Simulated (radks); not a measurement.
Task: All-electron atom: Cd in [Kr] 4d10 5s2. Calculated with a radial shooting solver on a logarithmic mesh with Libxc functionals: scalar-relativistic Kohn-Sham, BLYP, spin-polarised, spherical densities, finite nucleus; Fermi nuclear charge, rms radius 4.6087 fm. Some entries of the table are withheld. Estimate them.

orbital,occ.,eigenvalue (Ry),<r^2> (bohr^2),<r> (bohr)
1s,2,-1949.818,0.001250,0.03040
2s,2,-289.4724,(1),0.1317
2p,6,(2),0.01610,0.1148
3s,2,-53.92497,0.1469,0.3584
3p,6,-44.18396,0.1481,(3)
3d,10,-28.92869,0.1334,0.3348
4s,2,-7.77157,(4),0.8785
4p,6,-4.90823,1.056,0.9598
4d,10,(5),2.043,1.292
5s,2,-0.41527,9.784,2.903

Result: 
(1) 2s <r^2> (bohr^2): 0.02043
(2) 2p eigenvalue (Ry): -259.7749
(3) 3p <r> (bohr): 0.3572
(4) 4s <r^2> (bohr^2): 0.8748
(5) 4d eigenvalue (Ry): -0.85014
